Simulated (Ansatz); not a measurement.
## Relaxing a trial structure of ClH6Si3+

The starting geometry of this gas-phase singlet was optimised with GFN2-xTB; its bonds are those of `[SiH2+][SiH2][SiH2]Cl`.

```xyz
10

Cl    0.7527   -3.0017    0.1178
Si   -1.0955    0.1072   -1.2293
Si   -0.8535   -0.0571    1.1174
Si   -0.1318   -2.2294    1.7619
H    -0.3051    0.8131   -2.2468
H    -2.1069   -0.5537   -2.0638
H    -2.1896    0.3859    1.5601
H     0.0522    1.0812    1.3759
H     0.8155   -2.1203    2.8641
H    -1.2987   -3.0256    2.1266
```

Predict what it relaxes into with r2SCAN-D4/def2-SVP.

A new bond forms, giving a structure with Cl1 bridging Si2 and Si4, given below by its coordinates. Distances that change by over a tenth: Cl1–Si4 (2.02 → 2.28 Å). Contacts that close: Cl1–Si2 (3.86 → 2.28 Å).

The energy falls by 1.20 eV over 23 steps:

| step | E − E(last) (eV) |
| --- | --- |
| 1 | 1.204 |
| 3 | 0.918 |
| 6 | 0.235 |
| 8 | 0.013 |
| 11 | 0.003 |
| 13 | 0.001 |
| 16 | 0.000 |
| 18 | 0.000 |
| 21 | 0.000 |
| 23 | 0.000 |

Final geometry (Å):

```xyz
10

Cl   -0.0184   -2.4532   -0.4775
Si   -0.7825   -0.3888   -1.0561
Si   -1.0451    0.2026    1.2152
Si   -0.2483   -1.9595    1.7327
H     0.3556    0.1612   -1.8310
H    -1.9769   -0.7142   -1.8720
H    -2.4663    0.4039    1.6014
H    -0.1148    1.2799    1.6439
H     1.1350   -2.1306    2.2380
H    -1.1990   -3.0016    2.1893
```

Frequencies at the end are all real (lowest 25 cm⁻¹). Run with Ansatz 0.2.0, 44 s on 2 threads of Intel(R) Xeon(R) Platinum 8375C CPU @ 2.90GHz (Ice Lake) (shared host).
